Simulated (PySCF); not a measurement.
**Bond curve of AsO⁻**

Set-up: PySCF, scalar-relativistic core potentials, basis sets As aug-cc-pVDZ-PP with ECP10, O aug-cc-pVDZ. Energies in eV from As + O⁻ in their ground configurations at the same level. State: ³Σ⁻ (triplet), unpaired electrons π ↑↑.

```
R (Å)    PBE0
1.472  -3.172
1.540  -3.976
1.608  -4.412
1.660  -4.563
1.711  -4.602
1.762  -4.554
1.831  -4.392
1.916  -4.082
2.019  -3.616
2.156  -2.931
```

Put a parabola through the three lowest points of the PBE0 curve and estimate Re, k and ωe (reduced mass 13.18 u; 1 eV/Å² = 0.16022 mdyn/Å; ωe = 1302.8·√(k/μ) cm⁻¹).

Through R = 1.66, 1.711, 1.762 Å the second-order coefficient is 16.7 eV/Å², so Re ≈ 1.708 Å, k ≈ 5.36 mdyn/Å and ωe ≈ 831 cm⁻¹. A polynomial fit of higher order to the unrounded PBE0 energies gives Re = 1.706 Å, k = 5.35 mdyn/Å, ωe = 830 cm⁻¹; anharmonicity and rounding make the difference.

The higher-order fit for each curve: PBE0: Re = 1.706 Å, ωe = 830 cm⁻¹, De = 4.60 eV.

Spin–orbit coupling is left out. For an ion De counts to the pair picked by the measured ionisation energies or electron affinities, which need not be the lowest pair at this level. The highest Kohn–Sham level is positive in this anion. Much of that is self-interaction error, but it also means that the finite basis helps to hold the extra electron. The state was picked by a PBE0 search and need not be the measured ground state.
